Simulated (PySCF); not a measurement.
arsine (AsH3), SMILES [AsH3]. Coordinates come from a PBE0-D3(BJ)/def2-TZVPD optimisation.

Calculation: PBE0-D3(BJ)/def2-TZVPD (PySCF 2.14.0).

Harmonic wavenumbers (cm⁻¹): 919, 1016, 1016, 2214, 2228, 2228. Rotational constants (GHz): 112.3, 112.3, 104.5; symmetry number 3.

Work out the zero-point energy and the ideal-gas rigid-rotor harmonic-oscillator thermochemistry at 298.15 K and 1 atm.

ZPE = ½ Σ hcν = ½ × 9621 cm⁻¹ = 13.75 kcal/mol. H − E(el) = 16.20 kcal/mol. Entropy in cal/(mol K): translation 38.98, rotation 13.97, vibration 0.31, total 53.25. G − E(el) = 0.32 kcal/mol. Cp = 9.16 cal/(mol K).
